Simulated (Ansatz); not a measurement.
Molecule: C₂HClF₂ (charge 0, singlet). SMILES: FC(F)=CCl
Geometry: optimised at B3LYP-D3(BJ)/def2-TZVP (Ansatz, a program for electronic structure).

Wanted: vertical ionisation energy (to the doublet state of charge +1; each state is the SCF solution reached for its spin), in eV. Valence correlation only, unless marked. UHF or UKS for open shells. No spin-orbit coupling. No relativistic terms. Basis-set limits of correlation are two-point, X^-3; Hartree-Fock from the larger set. [CCSD(T)-MP2]/basis is that difference in the basis named.

```
level             program  vertical ionisation energy (eV)
----------------  -------  -------------------------------
SVWN5/def2-TZVPD   Ansatz                             9.92
PBE/def2-TZVPD     Ansatz                             9.67
```

Problem. Predict the RI-MP2/CBS(aug-cc-pV(T+d)Z,aug-cc-pV(Q+d)Z)+[CCSD(T)-MP2]/aug-cc-pV(T+d)Z result (Ansatz).

Solution. 10.27 eV, so PBE/def2-TZVPD differs from it by -0.60 eV.
